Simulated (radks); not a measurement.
Species: As3+. Configuration: [Ar] 3d10 4s1 5s1 (not the ground configuration). All-electron calculation, scalar-relativistic Kohn-Sham, PBE, spin-polarised, spherical densities, point nucleus; open shells are filled with parallel spins first. Program: a radial shooting solver on a logarithmic mesh with Libxc functionals.

Unscreened Slater integrals over Kohn-Sham orbitals (cm^-1). They are taken over the spin-up orbitals. Empty in this configuration: 4p.

integral    value
F0(5s,5s)   53555
F0(5s,4s)   66146
G0(5s,4s)  4486.4
F0(5s,3d)   72632
G2(5s,3d)  2925.1
F0(5s,3p)   72964
G1(5s,3p)  2408.7
F0(5s,4p)   64628
G1(5s,4p)  7182.1
F0(4s,4s)  116790
F0(4s,3d)  147210
G2(4s,3d)   14972
F0(4s,3p)  148620
G1(4s,3p)   10807
F0(4s,4p)  108450
G1(4s,4p)   72943
F0(3d,3d)  301650
F2(3d,3d)  142310
F4(3d,3d)   89084
F0(3d,3p)  310000
F2(3d,3p)  147930
G1(3d,3p)  180570
G3(3d,3p)  110980
F0(3d,4p)  130970
F2(3d,4p)   30098
G1(3d,4p)   11207
G3(3d,4p)   10150
F0(3p,3p)  321530
F2(3p,3p)  160910
F0(3p,4p)  132030
F2(3p,4p)   27709
G0(3p,4p)  7246.5
G2(3p,4p)  8415.2
F0(4p,4p)  101880
F2(4p,4p)   54109
